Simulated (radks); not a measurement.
The numbers below are computed, except where a source is named.
The mean radii <r> (bohr) of the occupied orbitals of an atom or ion are listed with their occupations. Code: a radial shooting solver on a logarithmic mesh with Libxc functionals. Model: scalar-relativistic Kohn-Sham, r2SCAN, spin-polarised, spherical densities, finite nucleus; meta-GGA in the generalised Kohn-Sham scheme; Fermi nuclear charge, rms radius of each element as measured or else 0.836 A^(1/3) + 0.57 fm.

| orbital | occ. | <r> |
|---|---|---|
| 1s up | 1 | 0.03186 |
| 1s down | 1 | 0.03186 |
| 2s up | 1 | 0.1382 |
| 2s down | 1 | 0.1382 |
| 2p up | 3 | 0.1205 |
| 2p down | 3 | 0.1205 |
| 3s up | 1 | 0.3759 |
| 3s down | 1 | 0.3758 |
| 3p up | 3 | 0.3747 |
| 3p down | 3 | 0.3746 |
| 3d up | 5 | 0.3520 |
| 3d down | 5 | 0.3515 |
| 4s up | 1 | 0.8449 |
| 4s down | 1 | 0.8447 |
| 4p up | 2 | 0.8806 |

Name the element and its charge. Open shells, if any, are filled with parallel spins first.

Answer. Z = 46, palladium, charge +14: Pd14+ in [Ar] 3d10 4s2 4p2. The 1s radius gives Z: for a bare nucleus <r> = (2 gamma + 1)/(2Z) with gamma = sqrt(1 - (Z/c)^2), 0.03135 bohr for Z = 46, and screening makes it slightly larger (0.03186 here). The occupations add up to 32, and the charge is Z minus that.
